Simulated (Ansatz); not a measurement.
`CC1(Cl)O[SiH2]1` → `ClC1O[SiH2]1` + `[CH2]` (triplet) at 298.15 K and 1 bar (formal loss of a carbene).

Calculated with Ansatz (gas phase, PBE0-D4/def2-TZVP geometries, no zero-point term in ΔE). CCSD(T)/CBS is the MP2 limit (def2-TZVPP, def2-QZVPP) plus CCSD(T) − MP2 in def2-TZVPP, frozen cores. This one scheme is used for every species. Triplets are unrestricted, without spin–orbit coupling.

```tsv
species	CCSD(T)/CBS energy (Eh)	H − E (kJ/mol)	S (J/(mol·K))
`CC1(Cl)O[SiH2]1`	-903.12543	191.3	324.9
`ClC1O[SiH2]1`	-863.85581	114.9	296.5
`[CH2]` (triplet)	-39.09499	55.4	195.3
```

H − E and S are ideal-gas, rigid-rotor, harmonic terms from PBE0-D4/def2-TZVP, for one conformer and one mirror image of each species, with the whole ground term of open shells counted as degenerate. 1 Eh = 2625.50 kJ/mol, R = 8.31446 J/(mol·K).

Problem. By hand: ΔE, ΔH, ΔS and ΔG.

Solution. ΔE = (-863.85581) + (-39.09499) − (-903.12543) = 0.17463 Eh = 458.5 kJ/mol. Δ(H − E) = 114.9 + 55.4 − 191.3 = -21.0, so ΔH = 437.5 kJ/mol. ΔS = 296.5 + 195.3 − 324.9 = 166.9 J/(mol·K). ΔG = 437.5 − 298.15 × (166.9)/1000 = 387.7 kJ/mol.

Problem. By hand: the equilibrium constant, and the temperature at which ΔG would vanish if ΔH and ΔS stayed fixed.

Solution. log₁₀ K = −ΔG/(RT ln 10) = -67.9. ΔG = 0 at ΔH/ΔS = 2621 K, far beyond where these terms or the molecules hold.

The number of gas molecules changes by +1, which sets the sign of ΔS. A doubt of 5 kJ/mol in ΔE shifts log₁₀ K by 0.9 here. Other conformers and mirror images would add mixing entropy, several J/(mol·K) or more a flexible species. A triplet takes part, so the spin changes. These are equilibria of isolated gas molecules and say nothing of rates. Largest T1 diagnostic: 0.014 (customary marks: 0.02 for closed shells, 0.045 for open ones).
